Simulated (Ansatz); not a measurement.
Pulling on the C2–H3 bond in CH5GeN (SMILES [CH3][Ge][NH2]) (multiplicity 1 held, fragments rigid). Energies count from the point at 1.091 Å.
Geometry at that point (charge 0, multiplicity 1):
```xyz
8

Ge    -0.2170    -0.0101     0.4452
C      0.7303     1.3957    -0.6510
H      0.3907     2.3968    -0.3807
H      0.5942     1.2501    -1.7247
H      1.8012     1.3407    -0.4297
N     -0.0364    -1.3548    -0.7861
H      0.4026    -1.2654    -1.6915
H     -0.3701    -2.2905    -0.6131
```

Active spaces are followed from a long bond inwards. Curves can end on different states.

Frozen-core correlation. Filled d and f shells under p-block atoms count as core.

Run with Ansatz (Gaussian basis) for Hartree–Fock, density functionals and correlated methods. 

Question: What is the computed energy at R = 3.492 Å (CASSCF(2,2)/cc-pVDZ)?

Answer: 4.31 eV

Question: Estimate the energy at R = 3.492 Å that FIC-MRCISD+Q on CASSCF(2,2)/cc-pVDZ returns for this input.

Answer: 4.76 eV

Ansatz is a first-principles code.
